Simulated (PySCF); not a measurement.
How methods differ on the ionisation energy of Os

Os [Xe] 4f14 5d6 6s2 (5D) → Os⁺ [Xe] 4f14 5d6 6s1 (6D), as a difference of total energies. Calculation: PySCF 2.14, in aug-cc-pVTZ-PP with one added diffuse shell each of s, p, d, f, g type with ECP60MDF (7s7p6d4f3g, 113 functions); a scalar-relativistic core potential. Correlated levels: valence: 5s2 5p6 frozen. The calculations carry no spin-orbit coupling.

```csv
method,ionisation energy (eV),error (eV)
UHF,6.523,-1.950
LDA,8.769,+0.296
PBE0,8.052,-0.421
r2SCAN,8.058,-0.415
M06-L,8.556,+0.083
PW91,8.365,-0.108
M06-2X,8.592,+0.119
MP2 (valence),8.094,-0.379
SCS-MP2 (valence),8.326,-0.147
```

Reference: 8.473 eV (measured; NIST levels, between the centres of gravity of the two terms).

Errors of the correlated levels include the incompleteness of this basis and the frozen core.
